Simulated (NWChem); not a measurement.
Molecule: CuH2OCl; SMILES [OH2]->[Cu][Cl]

```xyz
5

Cu     0.0230     0.2443     0.0000
Cl    -0.0365    -1.8113     0.0000
O      0.0191     2.1024     0.0000
H      0.4336     2.5108     0.7805
H      0.4336     2.5108    -0.7805
```
Atoms are numbered in this order, from 1.

Level: B3LYP/6-31G* (spherical d) (NWChem), optimised geometry, unscaled harmonic frequencies. 

Question: List the harmonic frequencies with IR intensities, and the thermochemistry.

Answer: 
```tsv
frequency (cm⁻¹)	IR intensity (km/mol)
86	1.6
94	6.7
392	40.5
460	238.4
519	47.3
630	4.6
1673	100.9
3670	31.3
3757	126.9
```

```json
{
 "zero_point_energy": "16.1 kcal/mol",
 "thermal correction to the enthalpy at 298.15 K (with zero-point energy)": "20.0 kcal/mol",
 "heat capacity Cv": "14.9 cal/(mol K)",
 "entropy at 298.15 K and 1 atm (symmetry number 1)": "72.8 cal/(mol K)",
 "dipole_moment": "8.21 D"
}
```

Rigid rotor and harmonic oscillator; modes under 100 cm⁻¹ make the entropy uncertain.
